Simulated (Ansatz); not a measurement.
Geometry optimisation of C$_{2}$H$_{9}$OSbSi, SMILES `CC[O][SbH][SiH3]`.

```yaml
crystal:
  periodic: [false, false, false]
  atoms:
    - {symbol: C, position_ang: [-0.918500, -1.955720, -1.102770]}
    - {symbol: C, position_ang: [0.398290, -1.198270, -1.028360]}
    - {symbol: O, position_ang: [0.435030, -0.246800, -0.015140]}
    - {symbol: Sb, position_ang: [-0.764730, 1.355950, -0.102470]}
    - {symbol: Si, position_ang: [0.440710, 2.080250, 2.019860]}
    - {symbol: H, position_ang: [-1.726730, -1.274110, -1.368550]}
    - {symbol: H, position_ang: [-1.142350, -2.396910, -0.134950]}
    - {symbol: H, position_ang: [-0.858030, -2.741120, -1.851250]}
    - {symbol: H, position_ang: [0.614570, -0.738450, -2.002550]}
    - {symbol: H, position_ang: [1.210890, -1.899640, -0.804960]}
    - {symbol: H, position_ang: [0.350120, 2.274580, -1.064610]}
    - {symbol: H, position_ang: [0.231710, 1.093870, 3.079970]}
    - {symbol: H, position_ang: [-0.151780, 3.340630, 2.485260]}
    - {symbol: H, position_ang: [1.880800, 2.305720, 1.890520]}
basis:
  gaussian: {orbitals: def2-TZVP}
hamiltonian: {xc: pbe0, dispersion: d4}
relax: {f_tol: 0.005, max_steps: 150}
```

```sh
$ ansatz run in.yaml --threads 2 --pin off --events-out ev --progress --plain --max-ram 22528MiB --backend cuda --devices 0, --max-vram 18GiB
```

It prints (some lines left out):

```
Functional definition: PBE0
mean field -18676.70124693 eV, -686.3561113019 hartree, gradient 1.7e-5 eV, S^2 0.000000; 0 other end points of the search recorded, 0 dependent functions left out
relax step   1: F+E_penalty+E_count = -18676.98857753 eV  Δ(F+E_penalty+E_count) = +0.000e0 eV  max|allowed force component| = 5.236e-1 eV/Å  Δτ_max = 0.0000 Å  (31 SCF iters, accepted)
mean field -18676.72612483 eV, -686.3570255478 hartree, gradient 1.0e-5 eV, S^2 0.000000; 0 other end points of the search recorded, 0 dependent functions left out
relax step   2: F+E_penalty+E_count = -18677.00764404 eV  Δ(F+E_penalty+E_count) = -1.907e-2 eV  max|allowed force component| = 4.471e-1 eV/Å  Δτ_max = 0.1954 Å  (33 SCF iters, accepted)
mean field -18676.76283832 eV, -686.3583747438 hartree, gradient 2.4e-5 eV, S^2 0.000000; 0 other end points of the search recorded, 0 dependent functions left out
relax step   3: F+E_penalty+E_count = -18677.04729022 eV  Δ(F+E_penalty+E_count) = -3.965e-2 eV  max|allowed force component| = 1.779e-1 eV/Å  Δτ_max = 0.1006 Å  (32 SCF iters, accepted)
mean field -18676.76412904 eV, -686.3584221766 hartree, gradient 2.4e-5 eV, S^2 0.000000; 0 other end points of the search recorded, 0 dependent functions left out
relax step   4: F+E_penalty+E_count = -18677.04882889 eV  Δ(F+E_penalty+E_count) = -1.539e-3 eV  max|allowed force component| = 1.019e-1 eV/Å  Δτ_max = 0.0090 Å  (33 SCF iters, accepted)
mean field -18676.76525989 eV, -686.3584637348 hartree, gradient 2.4e-5 eV, S^2 0.000000; 0 other end points of the search recorded, 0 dependent functions left out
relax step   5: F+E_penalty+E_count = -18677.04990115 eV  Δ(F+E_penalty+E_count) = -1.072e-3 eV  max|allowed force component| = 3.114e-2 eV/Å  Δτ_max = 0.0198 Å  (31 SCF iters, accepted)
mean field -18676.76931553 eV, -686.3586127769 hartree, gradient 7.6e-6 eV, S^2 0.000000; 0 other end points of the search recorded, 0 dependent functions left out
relax step   6: F+E_penalty+E_count = -18677.05337474 eV  Δ(F+E_penalty+E_count) = -3.474e-3 eV  max|allowed force component| = 1.071e-1 eV/Å  Δτ_max = 0.1689 Å  (31 SCF iters, accepted)
mean field -18676.77126392 eV, -686.3586843790 hartree, gradient 2.3e-5 eV, S^2 0.000000; 0 other end points of the search recorded, 0 dependent functions left out
relax step   7: F+E_penalty+E_count = -18677.05487292 eV  Δ(F+E_penalty+E_count) = -1.498e-3 eV  max|allowed force component| = 1.242e-1 eV/Å  Δτ_max = 0.1020 Å  (31 SCF iters, accepted)
mean field -18676.77232859 eV, -686.3587235046 hartree, gradient 2.3e-5 eV, S^2 0.000000; 0 other end points of the search recorded, 0 dependent functions left out
relax step   8: F+E_penalty+E_count = -18677.05607405 eV  Δ(F+E_penalty+E_count) = -1.201e-3 eV  max|allowed force component| = 5.055e-2 eV/Å  Δτ_max = 0.0250 Å  (32 SCF iters, accepted)
mean field -18676.77219629 eV, -686.3587186428 hartree, gradient 2.3e-5 eV, S^2 0.000000; 0 other end points of the search recorded, 0 dependent functions left out
relax step   9: F+E_penalty+E_count = -18677.05609423 eV  Δ(F+E_penalty+E_count) = -2.018e-5 eV  max|allowed force component| = 4.357e-2 eV/Å  Δτ_max = 0.0339 Å  (32 SCF iters, accepted)
mean field -18676.77338224 eV, -686.3587622255 hartree, gradient 2.3e-5 eV, S^2 0.000000; 0 other end points of the search recorded, 0 dependent functions left out
relax step  10: F+E_penalty+E_count = -18677.05716708 eV  Δ(F+E_penalty+E_count) = -1.073e-3 eV  max|allowed force component| = 4.847e-2 eV/Å  Δτ_max = 0.0473 Å  (33 SCF iters, accepted)
mean field -18676.77380578 eV, -686.3587777903 hartree, gradient 2.3e-5 eV, S^2 0.000000; 0 other end points of the search recorded, 0 dependent functions left out
relax step  11: F+E_penalty+E_count = -18677.05765717 eV  Δ(F+E_penalty+E_count) = -4.901e-4 eV  max|allowed force component| = 9.044e-3 eV/Å  Δτ_max = 0.0262 Å  (33 SCF iters, accepted)
mean field -18676.77399881 eV, -686.3587848841 hartree, gradient 2.3e-5 eV, S^2 0.000000; 0 other end points of the search recorded, 0 dependent functions left out
relax step  12: F+E_penalty+E_count = -18677.05784905 eV  Δ(F+E_penalty+E_count) = -1.919e-4 eV  max|allowed force component| = 1.531e-2 eV/Å  Δτ_max = 0.0373 Å  (32 SCF iters, accepted)
mean field -18676.77410226 eV, -686.3587886860 hartree, gradient 2.3e-5 eV, S^2 0.000000; 0 other end points of the search recorded, 0 dependent functions left out
relax step  13: F+E_penalty+E_count = -18677.05788777 eV  Δ(F+E_penalty+E_count) = -3.872e-5 eV  max|allowed force component| = 1.101e-2 eV/Å  Δτ_max = 0.0103 Å  (33 SCF iters, accepted)
mean field -18676.77415120 eV, -686.3587904844 hartree, gradient 2.3e-5 eV, S^2 0.000000; 0 other end points of the search recorded, 0 dependent functions left out
relax step  14: F+E_penalty+E_count = -18677.05790521 eV  Δ(F+E_penalty+E_count) = -1.744e-5 eV  max|allowed force component| = 6.100e-3 eV/Å  Δτ_max = 0.0050 Å  (33 SCF iters, accepted)
mean field -18676.77420195 eV, -686.3587923495 hartree, gradient 2.3e-5 eV, S^2 0.000000; 0 other end points of the search recorded, 0 dependent functions left out
relax step  15: F+E_penalty+E_count = -18677.05791470 eV  Δ(F+E_penalty+E_count) = -9.490e-6 eV  max|allowed force component| = 7.863e-3 eV/Å  Δτ_max = 0.0032 Å  (33 SCF iters, accepted)
mean field -18676.77423290 eV, -686.3587934868 hartree, gradient 2.3e-5 eV, S^2 0.000000; 0 other end points of the search recorded, 0 dependent functions left out
relax step  16: F+E_penalty+E_count = -18677.05792634 eV  Δ(F+E_penalty+E_count) = -1.164e-5 eV  max|allowed force component| = 1.088e-2 eV/Å  Δτ_max = 0.0054 Å  (33 SCF iters, accepted)
mean field -18676.77425973 eV, -686.3587944727 hartree, gradient 2.3e-5 eV, S^2 0.000000; 0 other end points of the search recorded, 0 dependent functions left out
relax step  17: F+E_penalty+E_count = -18677.05793920 eV  Δ(F+E_penalty+E_count) = -1.286e-5 eV  max|allowed force component| = 8.089e-3 eV/Å  Δτ_max = 0.0047 Å  (33 SCF iters, accepted)
[...]
mean field -18676.78464770 eV, -686.3591762238 hartree, gradient 2.3e-5 eV, S^2 0.000000; 0 other end points of the search recorded, 0 dependent functions left out
relax step  58: F+E_penalty+E_count = -18677.07926474 eV  Δ(F+E_penalty+E_count) = -2.219e-4 eV  max|allowed force component| = 4.440e-2 eV/Å  Δτ_max = 0.0328 Å  (32 SCF iters, accepted)
mean field -18676.78336949 eV, -686.3591292505 hartree, gradient 2.2e-5 eV, S^2 0.000000; 0 other end points of the search recorded, 0 dependent functions left out
relax step  59: F+E_penalty+E_count = -18677.07927833 eV  Δ(F+E_penalty+E_count) = -1.358e-5 eV  max|allowed force component| = 5.652e-2 eV/Å  Δτ_max = 0.0743 Å  (32 SCF iters, accepted)
mean field -18676.78004946 eV, -686.3590072415 hartree, gradient 2.2e-5 eV, S^2 0.000000; 0 other end points of the search recorded, 0 dependent functions left out
relax step  60: F+E_penalty+E_count = -18677.07729132 eV  Δ(F+E_penalty+E_count) = +1.987e-3 eV  max|allowed force component| = 1.036e-1 eV/Å  Δτ_max = 0.0635 Å  (32 SCF iters, rejected (line search))
mean field -18676.78368603 eV, -686.3591408828 hartree, gradient 2.4e-5 eV, S^2 0.000000; 0 other end points of the search recorded, 0 dependent functions left out
relax step  61: F+E_penalty+E_count = -18677.07955459 eV  Δ(F+E_penalty+E_count) = -2.763e-4 eV  max|allowed force component| = 5.167e-2 eV/Å  Δτ_max = 0.0218 Å  (34 SCF iters, accepted)
mean field -18676.78396125 eV, -686.3591509971 hartree, gradient 2.3e-5 eV, S^2 0.000000; 0 other end points of the search recorded, 0 dependent functions left out
relax step  62: F+E_penalty+E_count = -18677.08019744 eV  Δ(F+E_penalty+E_count) = -6.429e-4 eV  max|allowed force component| = 1.330e-2 eV/Å  Δτ_max = 0.0191 Å  (32 SCF iters, accepted)
mean field -18676.78384596 eV, -686.3591467601 hartree, gradient 2.3e-5 eV, S^2 0.000000; 0 other end points of the search recorded, 0 dependent functions left out
relax step  63: F+E_penalty+E_count = -18677.08032470 eV  Δ(F+E_penalty+E_count) = -1.273e-4 eV  max|allowed force component| = 1.164e-2 eV/Å  Δτ_max = 0.0137 Å  (32 SCF iters, accepted)
mean field -18676.78349602 eV, -686.3591339003 hartree, gradient 2.3e-5 eV, S^2 0.000000; 0 other end points of the search recorded, 0 dependent functions left out
relax step  64: F+E_penalty+E_count = -18677.08040752 eV  Δ(F+E_penalty+E_count) = -8.282e-5 eV  max|allowed force component| = 1.600e-2 eV/Å  Δτ_max = 0.0161 Å  (32 SCF iters, accepted)
mean field -18676.78316958 eV, -686.3591219039 hartree, gradient 2.3e-5 eV, S^2 0.000000; 0 other end points of the search recorded, 0 dependent functions left out
relax step  65: F+E_penalty+E_count = -18677.08044820 eV  Δ(F+E_penalty+E_count) = -4.068e-5 eV  max|allowed force component| = 1.425e-2 eV/Å  Δτ_max = 0.0143 Å  (32 SCF iters, accepted)
mean field -18676.78291389 eV, -686.3591125074 hartree, gradient 2.3e-5 eV, S^2 0.000000; 0 other end points of the search recorded, 0 dependent functions left out
relax step  66: F+E_penalty+E_count = -18677.08047393 eV  Δ(F+E_penalty+E_count) = -2.573e-5 eV  max|allowed force component| = 9.294e-3 eV/Å  Δτ_max = 0.0124 Å  (33 SCF iters, accepted)
mean field -18676.78271425 eV, -686.3591051707 hartree, gradient 2.3e-5 eV, S^2 0.000000; 0 other end points of the search recorded, 0 dependent functions left out
relax step  67: F+E_penalty+E_count = -18677.08050074 eV  Δ(F+E_penalty+E_count) = -2.681e-5 eV  max|allowed force component| = 5.694e-3 eV/Å  Δτ_max = 0.0137 Å  (33 SCF iters, accepted)
mean field -18676.78260491 eV, -686.3591011527 hartree, gradient 2.3e-5 eV, S^2 0.000000; 0 other end points of the search recorded, 0 dependent functions left out
relax step  68: F+E_penalty+E_count = -18677.08053956 eV  Δ(F+E_penalty+E_count) = -3.881e-5 eV  max|allowed force component| = 1.377e-2 eV/Å  Δτ_max = 0.0224 Å  (33 SCF iters, accepted)
mean field -18676.78214368 eV, -686.3590842027 hartree, gradient 2.3e-5 eV, S^2 0.000000; 0 other end points of the search recorded, 0 dependent functions left out
relax step  69: F+E_penalty+E_count = -18677.08022507 eV  Δ(F+E_penalty+E_count) = +3.145e-4 eV  max|allowed force component| = 3.248e-2 eV/Å  Δτ_max = 0.0476 Å  (32 SCF iters, rejected (line search))
mean field -18676.78279744 eV, -686.3591082279 hartree, gradient 2.3e-5 eV, S^2 0.000000; 0 other end points of the search recorded, 0 dependent functions left out
relax step  70: F+E_penalty+E_count = -18677.08057015 eV  Δ(F+E_penalty+E_count) = -3.059e-5 eV  max|allowed force component| = 1.461e-2 eV/Å  Δτ_max = 0.0143 Å  (33 SCF iters, accepted)
mean field -18676.78283907 eV, -686.3591097576 hartree, gradient 2.3e-5 eV, S^2 0.000000; 0 other end points of the search recorded, 0 dependent functions left out
relax step  71: F+E_penalty+E_count = -18677.08057525 eV  Δ(F+E_penalty+E_count) = -5.106e-6 eV  max|allowed force component| = 1.187e-2 eV/Å  Δτ_max = 0.0043 Å  (34 SCF iters, accepted)
mean field -18676.78293903 eV, -686.3591134312 hartree, gradient 2.3e-5 eV, S^2 0.000000; 0 other end points of the search recorded, 0 dependent functions left out
relax step  72: F+E_penalty+E_count = -18677.08058229 eV  Δ(F+E_penalty+E_count) = -7.032e-6 eV  max|allowed force component| = 5.129e-3 eV/Å  Δτ_max = 0.0054 Å  (34 SCF iters, accepted)
mean field -18676.78296509 eV, -686.3591143890 hartree, gradient 2.3e-5 eV, S^2 0.000000; 0 other end points of the search recorded, 0 dependent functions left out
relax step  73: F+E_penalty+E_count = -18677.08058551 eV  Δ(F+E_penalty+E_count) = -3.226e-6 eV  max|allowed force component| = 2.475e-3 eV/Å  Δτ_max = 0.0011 Å  (34 SCF iters, accepted)
mean field -18676.78296509 eV, -686.3591143890 hartree, gradient 2.3e-5 eV, S^2 0.000000; 1 other end points of the search recorded, 0 dependent functions left out
Total energy: -18677.08062636 eV, -686.3700532386 hartree
Atom 0 at    -0.630592    -1.721667    -0.410285 Å, force    -0.000143     0.000151     0.000773 eV/Å
Atom 1 at     0.255960    -1.083287    -1.458541 Å, force    -0.000845    -0.002475    -0.001277 eV/Å
Atom 2 at     0.945214     0.047905    -0.977432 Å, force     0.000227     0.001240     0.001044 eV/Å
Atom 3 at    -0.095832     1.718438    -0.734889 Å, force     0.000885     0.000954    -0.000134 eV/Å
Atom 4 at     0.018151     1.668250     1.850072 Å, force     0.000535    -0.000353     0.000999 eV/Å
Atom 5 at    -1.440830    -1.048157    -0.111277 Å, force    -0.000141     0.000310    -0.000065 eV/Å
Atom 6 at    -0.049741    -1.970635     0.480537 Å, force     0.000525    -0.000133    -0.000046 eV/Å
Atom 7 at    -1.088536    -2.637253    -0.794021 Å, force     0.000214    -0.000242    -0.000069 eV/Å
Atom 8 at    -0.339510    -0.838546    -2.351591 Å, force     0.000013     0.000703     0.000112 eV/Å
Atom 9 at     1.025850    -1.794978    -1.777045 Å, force    -0.000037     0.000187    -0.000086 eV/Å
Atom 10 at     1.318955     2.679666    -0.782893 Å, force    -0.000613    -0.000410    -0.000281 eV/Å
Atom 11 at    -1.005191     0.722268     2.370854 Å, force     0.000494     0.000717    -0.000584 eV/Å
Atom 12 at    -0.276571     3.025217     2.389251 Å, force    -0.000105    -0.000832    -0.000413 eV/Å
Atom 13 at     1.362673     1.232760     2.307258 Å, force    -0.001009     0.000184     0.000025 eV/Å
Dipole moment:    -0.262097    -0.003178    -0.051904 e Å
```

It took 2.5 min on 2 threads of an AMD EPYC 7R13 on a shared host and a share of an NVIDIA H100 80 GB, with 0.94 GiB of host memory at the peak.
